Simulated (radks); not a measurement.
Species: Sc3+. Configuration: [Ar].

All-electron calculation, Dirac Kohn-Sham, PBE, spin-unpolarised, spherical densities, finite nucleus; Fermi nuclear charge, rms radius 3.5459 fm. Program: a radial shooting solver on a logarithmic mesh with Libxc functionals.

Energy parts (eV):
| part | energy |
|---|---|
| total | -20746.631 |
| kinetic | 20930.922 |
| electron-nucleus | -48731.538 |
| Hartree | 8090.431 |
| exchange-correlation | -1036.446 |

Orbitals (lengths in bohr, moments of r in powers of bohr):
1s1/2: occ. 2; eigenvalue (eV) -4429.124; <r> 0.07304; <r^2> 0.007176
2s1/2: occ. 2; eigenvalue (eV) -507.4338; <r> 0.3433; <r^2> 0.1395
2p1/2: occ. 2; eigenvalue (eV) -424.4067; <r> 0.3059; <r^2> 0.1157
2p3/2: occ. 4; eigenvalue (eV) -419.7675; <r> 0.3085; <r^2> 0.1175
3s1/2: occ. 2; eigenvalue (eV) -86.4207; <r> 1.056; <r^2> 1.280
3p1/2: occ. 2; eigenvalue (eV) -64.9585; <r> 1.125; <r^2> 1.479
3p3/2: occ. 4; eigenvalue (eV) -64.4155; <r> 1.132; <r^2> 1.497

The highest occupied level is 3p3/2 at -64.416 eV. For comparison, the ionisation energy in NIST's Atomic Spectra Database is 73.489 eV (measured). In exact Kohn-Sham theory the highest level is minus the ionisation energy, but local and semilocal functionals leave it too shallow, through self-interaction and a potential that decays too fast; potentials with the right tail come closer. The density falls to 0.001 e/bohr^3 at r = 2.73 bohr.
